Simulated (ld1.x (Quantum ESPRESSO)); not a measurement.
**Before and after: RRKJ potential for O**

ld1.x (Quantum ESPRESSO) 7.5 input, shortened:

```
&input
   title='O', zed=8., rel=0, dft='PBE', iswitch=3,
   config='[He] 2s2 2p3.5 3d-2'
 /
 &inputp
   pseudotype=2, tm=.false., rho0=0.01, lloc=0,
   nlcc=.false.
 /
3
2P  2  1   3.50   0.00  2.05  2.05  0.0
3D  3  2  -2.00   0.25  1.95  1.95  0.0
2S  1  0   2.00   0.00  0.65  0.65  0.0
 &test
   configts(1)='2s2 2p3.5'
 /
```

Change: all radii scaled by about 1.14 (s 0.74, p 2.34, d 2.22 bohr).

Cutoffs: the cutoffs (Ry, on a coarse ladder) from which the occupation-weighted sum of valence levels, in a spherical-Bessel basis at the reference potential, stays within 10 and 1 mRy of its value at 400 Ry; they do not see the model core or the augmentation charge, which bear on the density cutoff. Errors are all-electron minus pseudo energies relative to the spin-unpolarised reference configuration.

Question: What does the change do?

Answer: The potential gets softer (140 Ry and 300 Ry → 80 Ry and 200 Ry); of the 7 tests that both files solve, the error grows in 6 and shrinks in 1 by more than 15 % and 0.3 meV (median size 162.3 → 279.8 meV); neither file shows a bound ghost at the reference potential, the only one tested. A larger radius leaves more room for a smooth pseudo-wave, so fewer plane waves are needed.

| quantity | base | changed |
| --- | --- | --- |
| cutoff, loose | 140 Ry | 80 Ry |
| cutoff, tight | 300 Ry | 200 Ry |
| loose cutoff by channel (10 mRy a level) | p 30 Ry, s 80 Ry | p 21 Ry, s 70 Ry |
| bound ghosts | none | none |
| error for 2s2 2p4, meV [ΔE -6.29 eV] | +17 | +34 |
| error for 2s2 2p3, meV [ΔE 10.15 eV] | +41 | +73 |
| error for 2s2 2p2, meV [ΔE 43.74 eV] | +673 | +1106 |
| error for 2s2 2p0, meV [ΔE 174.52 eV] | +8196 | +12024 |
| error for 2s1 2p4, meV [ΔE 25.32 eV] | -162 | -280 |
| error for 2s0 2p6, meV [ΔE 23.54 eV] | +146 | +103 |
| error for 2s2 2p1, meV [ΔE 97.62 eV] | +2933 | +4524 |

Changed file: These tests converged, but a pseudo level misses the all-electron one widely, so the file describes the atom poorly there or has found another state: 2s2 2p0: empty 2p by 10.2 eV; 2s2 2p1: 2p by 5.2 eV.
